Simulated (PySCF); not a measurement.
C2H4F2Si2, SMILES F[SiH](F)C#C[SiH3].

Geometry: PBE-D3(BJ)/def2-SVP. The structure was generated by enumeration, and PubChem lists no compound with its InChIKey, so it may never have been made.

Two levels are set side by side: TDDFT-PBE/def2-SVPD (PySCF) and TDDFT-B3LYP/def2-SVPD (PySCF). Vertical, same geometry. The lowest singlet is HOMO→LUMO 72 %, HOMO−1→LUMO+1 28 % with PBE and HOMO→LUMO 67 %, HOMO−1→LUMO+1 30 % with the other functional; states are paired by order. Differences are taken from unrounded values.

| quantity | TDDFT-B3LYP | TDDFT-PBE | TDDFT-PBE minus TDDFT-B3LYP |
|---|---|---|---|
| lowest singlet excitation (eV) | 5.32 | 5.27 | -0.05 |
| lowest triplet excitation (TDA) (eV) | 4.36 | 4.34 | -0.02 |
| first bright state (f over 0.05) (eV) | 7.42 | 6.78 | -0.64 |
| its oscillator strength | 1.14 | 0.58 | -0.56 |

Rough cost on one machine, each run with all the roots and properties that it gave: TDDFT-B3LYP against TDDFT-PBE about 5 times.
